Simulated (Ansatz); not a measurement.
Gas-phase electronic energies from Ansatz, PBE0-D4/def2-TZVP geometries. CCSD(T)/CBS is the MP2 limit (def2-TZVPP, def2-QZVPP) plus CCSD(T) − MP2 in def2-TZVPP, frozen cores. Functionals use def2-TZVPP. HSE06 is defined as in plane-wave codes. One conformer a species, not always the lowest.

`CN(C)[CH2][AlH2]` + `NB(O)F` → `OB(F)[NH][AlH2]` + `CN(C)C`  (ligand exchange at the Al–C bond)

(1) Is it downhill or uphill in electronic energy at CCSD(T)/CBS, and by how much? (Estimate.)

(2) What do these levels give: HSE06-D4, r2SCAN, BHLYP, LC-ωPBE, MP2/def2-QZVPP, CCSD/CBS(def2)? (Best estimate.)

(3) What do rigid-rotor, harmonic-oscillator terms from PBE0-D4/def2-TZVP frequencies (298.15 K, 1 bar) make of the CCSD(T)/CBS value? (Best estimate.)

Largest T1 diagnostic among the species: 0.012.

## Answers

(1) Computed: Downhill: ΔE = -29.5 kcal/mol.

(2) Computed: HSE06-D4 -27.9, r2SCAN -29.7, BHLYP -31.1, LC-ωPBE -28.5, MP2/def2-QZVPP -30.1, CCSD/CBS(def2) -29.8 kcal/mol.

(3) The calculation gave: ΔZPE = +1.2 kcal/mol, ΔH = -28.6 kcal/mol, ΔS = -17 J/(mol·K), ΔG = -27.4 kcal/mol.

Leaving LDA and LC-ωPBE aside and taking each functional with its dispersion term where it has one, the values, not all of them listed here, spread over 3.4 kcal/mol, from B2PLYP to revPBE-D4. LDA lies +1.0 kcal/mol from PBE without D4. At CCSD(T), def2-SVP lies −2.0 kcal/mol from the extrapolated value and def2-TZVPP −0.6 kcal/mol. In def2-TZVPP, CCSD(T) changes the Hartree–Fock value by +2.7 kcal/mol (the triples alone add +0.3 kcal/mol) and MP2 by +2.4 kcal/mol.
